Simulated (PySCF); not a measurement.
C₃H₃, SMILES C#C[CH2] (connectivity only; charge and spin as stated), charge +1, multiplicity 1.

Coordinates come from a PBE0-D3(BJ)/def2-TZVP optimisation. The spin state was assumed, not searched. The isomer is the one that the SMILES or the coordinates give; other isomers of the formula were not compared.

Calculation: PBE/def2-TZVPD run with PySCF.

Isolated molecule, no solvent.

Task: Estimate the frontier levels, gap, dipole moment and polarisability. (An estimate is asked for; the answer gives what the named calculation found.)

Result: 
```
Quantity                                                           Value
------------------------------------------------  ----------------------
highest occupied level                                         -14.19 eV
lowest empty level                                             -12.13 eV
orbital gap                                                      2.06 eV
dipole moment about the centre of nuclear charge                  0.37 D
mean static polarisability                          30.0 bohr³ (4.44 Å³)
polarisability, principal values                  18.0, 21.0, 50.9 bohr³
```
